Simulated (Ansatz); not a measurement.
Basis-set extrapolation for F$_{2}$H$_{4}$OSSi$_{2}$ (`O[SiH](F)S[SiH2]F`) (PBE0-D4/def2-TZVP geometry, frozen core, the Gaussian-basis code of Ansatz). Multiplicity 1, RHF reference.

```
                       def2-TZVPP    def2-QZVPP
                 HF  -1251.886553  -1251.929918
    MP2 correlation     -1.149051     -1.253842
CCSD(T) correlation     -1.227474       not run
```

Energies in hartree. Use E(X) = E(∞) + A·exp(−7.88·√X) for Hartree–Fock and E(X) = E(∞) + B·X^(−2.97) for correlation, with X = 3 and 4, and add CCSD(T) minus MP2 of the smaller set to the MP2 limit.

**Question.** What is the CCSD(T) energy at the basis-set limit?

**Answer.** HF limit: -1251.929918 + (-0.043365) × 0.13774 = -1251.93589. MP2 limit: -1.253842 + (-0.104791) × 0.74074 = -1.33146. Higher-order term: -1.227474 − (-1.149051) = -0.07842. Total: -1253.34577 hartree, 608.4 kJ/mol below CCSD(T)/def2-TZVPP.
